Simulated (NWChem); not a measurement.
System: MgNH₂Cl; SMILES [NH2][Mg][Cl]

Here is an NWChem input.

```
start job
memory heap 200 mb stack 900 mb global 1100 mb
geometry units angstroms noautoz
  Mg    -0.101154    -0.294831    -0.059895
  Cl     0.374290     1.859076     0.057197
  N     -0.503379    -2.130608    -0.160389
  H      0.048089    -2.837889    -0.633470
  H     -1.313442    -2.587583     0.243872
end
basis spherical
  * library 6-31g*
end
dft
  xc becke88 lyp
  iterations 150
  mulliken
end
task dft energy
```

Output (shortened):

```
             Northwest Computational Chemistry Package (NWChem) 7.3.0
             --------------------------------------------------------

 C2V symmetry detected

                             Geometry "geometry" -> ""
                             -------------------------

 Output coordinates in angstroms (scale by  1.889725989 to convert to a.u.)

  No.       Tag          Charge          X              Y              Z
 ---- ---------------- ---------- -------------- -------------- --------------
    1 Mg                  12.0000     0.00000000     0.00000000    -0.51099931
    2 Cl                  17.0000     0.00000000     0.00000000     1.69786264
    3 N                    7.0000     0.00000000     0.00000000    -2.39300823
    4 H                    1.0000     0.00000000     0.81947338    -2.99030783
    5 H                    1.0000     0.00000000    -0.81947338    -2.99030783

 Effective nuclear repulsion energy (a.u.)     104.1573029193

      Symmetry information
      --------------------

 Group name             C2v
 Group number             16
 Group order               4
 No. of unique centers     4

                                 NWChem DFT Module
                                 -----------------

 Summary of "ao basis" -> "ao basis" (spherical)
 ------------------------------------------------------------------------------
       Tag                 Description            Shells   Functions and Types
 ---------------- ------------------------------  ------  ---------------------
 Mg                          6-31g*                  8       18   4s3p1d
 Cl                          6-31g*                  8       18   4s3p1d
 N                           6-31g*                  6       14   3s2p1d
 H                           6-31g*                  2        2   2s

      Symmetry analysis of basis
      --------------------------

        a1         27
        a2          3
        b1         11
        b2         13

            General Information
            -------------------
          SCF calculation type: DFT
          Wavefunction type:  closed shell.
          No. of atoms     :     5
          No. of electrons :    38
           Alpha electrons :    19
            Beta electrons :    19
          Charge           :     0
          Spin multiplicity:     1
          Use of symmetry is: on ; symmetry adaption is: on
          Maximum number of iterations: 150
          AO basis - number of functions:    54
                     number of shells:    26
          Convergence on energy requested:  1.00D-06
          Convergence on density requested:  1.00D-05
          Convergence on gradient requested:  5.00D-04

              XC Information
              --------------
                    Becke 1988 Exchange Functional  1.000
              Lee-Yang-Parr Correlation Functional  1.000

             Grid Information
             ----------------
          Grid used for XC integration:  medium
          Radial quadrature: Mura-Knowles
          Angular quadrature: Lebedev.
          Tag              B.-S. Rad. Rad. Pts. Rad. Cut. Ang. Pts.
          ---              ---------- --------- --------- ---------
          Mg                  1.50       88           8.0       590
          Cl                  1.00       88          11.0       590
          N                   0.65       49          11.0       434
          H                   0.35       45          12.0       434
          Grid pruning is: on
          Number of quadrature shells:   270
          Spatial weights used:  Erf1

      Superposition of Atomic Density Guess
      -------------------------------------

 Sum of atomic energies:        -714.33600533

      Non-variational initial energy
      ------------------------------

 Total energy =    -714.838673
 1-e energy   =   -1196.149780
 2-e energy   =     377.153804
 HOMO         =      -0.334779
 LUMO         =      -0.083651

      Symmetry analysis of molecular orbitals - initial
      -------------------------------------------------

  Numbering of irreducible representations:

     1 a1          2 a2          3 b1          4 b2

  Orbital symmetries:

     1 a1          2 a1          3 a1          4 a1          5 a1
     6 b2          7 b1          8 a1          9 a1         10 b2
    11 b1         12 a1         13 a1         14 b2         15 a1
    16 a1         17 b1         18 b2         19 b1         20 a1
    21 b2         22 b1         23 a1         24 b2         25 a1
    26 a1         27 b1         28 b2         29 a2

     ---------------------------------------------
      Total Density - Mulliken Population Analysis
     ---------------------------------------------

    Atom       Charge   Shell Charges
 -----------   ------   -------------------------------------------------------
    1 Mg  12    10.80   2.00  2.00  5.97  0.38  0.19  0.10  0.04  0.12
    2 Cl  17    17.53   2.00  2.00  5.98  1.39  3.79  0.54  1.84  0.00
    3 N    7     8.54   2.00  0.82  2.74  0.89  2.08  0.01
    4 H    1     0.56   0.41  0.15
    5 H    1     0.56   0.41  0.15

   convergence    iter        energy       DeltaE   RMS-Dens  Diis-err
 ---------------- ----- ----------------- --------- --------- ---------
 d= 0,ls=0.0,diis     1   -716.1900809452 -8.20D+02  2.85D-02  5.61D-01
 d= 0,ls=0.0,diis     2   -715.9190745998  2.71D-01  1.97D-02  2.47D+00
 d= 0,ls=0.0,diis     3   -716.2473350478 -3.28D-01  6.12D-03  9.39D-02
 d= 0,ls=0.0,diis     4   -716.2567823647 -9.45D-03  3.00D-03  2.25D-02
 d= 0,ls=0.0,diis     5   -716.2606200603 -3.84D-03  3.06D-04  2.41D-04
  Resetting Diis
 d= 0,ls=0.0,diis     6   -716.2606549037 -3.48D-05  8.46D-05  2.17D-05
 d= 0,ls=0.0,diis     7   -716.2606576819 -2.78D-06  4.25D-05  1.40D-06
 d= 0,ls=0.0,diis     8   -716.2606570314  6.51D-07  2.71D-05  6.93D-06
 d= 0,ls=0.0,diis     9   -716.2606578539 -8.23D-07  5.19D-06  7.86D-08

         Total DFT energy =     -716.260657853942
      One electron energy =    -1199.052888570522
           Coulomb energy =      431.113346152170
    Exchange-Corr. energy =      -52.478418354931
 Nuclear repulsion energy =      104.157302919342

 Numeric. integr. density =       37.999999666408

                  Occupations of the irreducible representations
                  ----------------------------------------------

                     irrep           alpha         beta
                     --------     --------     --------
                     a1               11.0         11.0
                     a2                0.0          0.0
                     b1                4.0          4.0
                     b2                4.0          4.0

                       DFT Final Molecular Orbital Analysis
                       ------------------------------------

 Vector   17  Occ=2.000000D+00  E=-2.513514D-01  Symmetry=b2
              MO Center= -4.5D-16,  3.5D-14,  1.6D+00, r^2= 1.3D+00
   Bfn.  Coefficient  Atom+Function         Bfn.  Coefficient  Atom+Function
  ----- ------------  ---------------      ----- ------------  ---------------
    26      0.694961  2 Cl py                30      0.383297  2 Cl py
    22     -0.275147  2 Cl py                 8      0.078693  1 Mg py
    15      0.061736  1 Mg d -1              12      0.047544  1 Mg py
     4     -0.039958  1 Mg py

 Vector   18  Occ=2.000000D+00  E=-2.506896D-01  Symmetry=b1
              MO Center=  6.8D-14, -6.7D-16,  1.6D+00, r^2= 1.4D+00
   Bfn.  Coefficient  Atom+Function         Bfn.  Coefficient  Atom+Function
  ----- ------------  ---------------      ----- ------------  ---------------
    25      0.694390  2 Cl px                29      0.383662  2 Cl px
    21     -0.274895  2 Cl px                 7      0.084401  1 Mg px
    17     -0.055745  1 Mg d  1              11      0.046531  1 Mg px
     3     -0.041822  1 Mg px

 Vector   19  Occ=2.000000D+00  E=-1.768207D-01  Symmetry=b1
              MO Center=  1.9D-14, -4.2D-16, -2.2D+00, r^2= 1.4D+00
   Bfn.  Coefficient  Atom+Function         Bfn.  Coefficient  Atom+Function
  ----- ------------  ---------------      ----- ------------  ---------------
    39      0.559746  3 N  px                43      0.473765  3 N  px
    11      0.129888  1 Mg px                 7      0.120164  1 Mg px
     3     -0.061339  1 Mg px                25     -0.057998  2 Cl px
    29     -0.057321  2 Cl px                17      0.056600  1 Mg d  1

 Vector   20  Occ=0.000000D+00  E=-6.771060D-02  Symmetry=a1
              MO Center= -4.0D-15, -2.3D-15, -5.4D-01, r^2= 5.3D+00
   Bfn.  Coefficient  Atom+Function         Bfn.  Coefficient  Atom+Function
  ----- ------------  ---------------      ----- ------------  ---------------
    10      0.936935  1 Mg s                 42     -0.422747  3 N  s
     6      0.237569  1 Mg s                 28     -0.238681  2 Cl s
    27      0.237470  2 Cl pz                31      0.211362  2 Cl pz
     2     -0.188104  1 Mg s                 24     -0.145755  2 Cl s
    38     -0.135510  3 N  s                 41     -0.121854  3 N  pz

 Vector   21  Occ=0.000000D+00  E=-1.859317D-02  Symmetry=b2
              MO Center=  2.4D-17,  8.4D-15, -4.7D-01, r^2= 6.1D+00
   Bfn.  Coefficient  Atom+Function         Bfn.  Coefficient  Atom+Function
  ----- ------------  ---------------      ----- ------------  ---------------
    12      0.733527  1 Mg py                 8      0.428812  1 Mg py
    30     -0.210216  2 Cl py                26     -0.205971  2 Cl py
     4     -0.154003  1 Mg py                52     -0.129961  4 H  s
    54      0.129961  5 H  s                 22      0.077744  2 Cl py
    40     -0.076841  3 N  py                51     -0.062809  4 H  s

 Vector   22  Occ=0.000000D+00  E=-2.053327D-03  Symmetry=b1
              MO Center= -2.0D-14,  1.6D-16, -5.4D-01, r^2= 6.4D+00
   Bfn.  Coefficient  Atom+Function         Bfn.  Coefficient  Atom+Function
  ----- ------------  ---------------      ----- ------------  ---------------
    11      0.766942  1 Mg px                 7      0.369314  1 Mg px
    43     -0.252883  3 N  px                39     -0.234252  3 N  px
    25     -0.207733  2 Cl px                29     -0.207863  2 Cl px
     3     -0.132285  1 Mg px                21      0.077585  2 Cl px
    17     -0.057920  1 Mg d  1              35      0.030809  2 Cl d  1

     ---------------------------------------------
      Total Density - Mulliken Population Analysis
     ---------------------------------------------

    Atom       Charge   Shell Charges
 -----------   ------   -------------------------------------------------------
    1 Mg  12    11.45   2.00  2.00  5.96  0.51  0.54  0.05  0.15  0.23
    2 Cl  17    17.25   2.00  2.00  5.97  1.41  3.61  0.50  1.76  0.00
    3 N    7     7.89   2.00  0.77  2.49  0.87  1.74  0.01
    4 H    1     0.71   0.51  0.20
    5 H    1     0.71   0.51  0.20

     -------------------------------------------
      Total Density - Lowdin Population Analysis
     -------------------------------------------

    Atom       Charge   Shell Charges
 -----------   ------   -------------------------------------------------------
    1 Mg  12    11.85   2.00  1.97  5.89  0.39  0.68  0.16  0.31  0.44
    2 Cl  17    17.09   2.00  2.00  5.91  1.14  3.33  0.61  2.10  0.01
    3 N    7     7.54   1.99  0.69  2.33  0.56  1.94  0.03
    4 H    1     0.76   0.47  0.29
    5 H    1     0.76   0.47  0.29

     Multipole analysis of the density
     ---------------------------------

     L   x y z        total         alpha         beta         nuclear
     -   - - -        -----         -----         ----         -------
     0   0 0 0     -0.000000    -19.000000    -19.000000     38.000000

     1   1 0 0      0.000000      0.000000      0.000000      0.000000
     1   0 1 0      0.000000      0.000000      0.000000      0.000000
     1   0 0 1     -1.092191     -0.546095     -0.546095     -0.000000

     2   2 0 0    -22.390053    -11.195027    -11.195027      0.000000
     2   1 1 0     -0.000000     -0.000000     -0.000000      0.000000
     2   1 0 1      0.000000      0.000000      0.000000      0.000000
     2   0 2 0    -19.108829    -11.952515    -11.952515      4.796201
     2   0 1 1      0.000000      0.000000      0.000000      0.000000
     2   0 0 2    -24.953217   -209.080273   -209.080273    393.207330
```

Level: BLYP/6-31G* (spherical d). All runs use the structure optimised with B3LYP/6-31G* (spherical d).
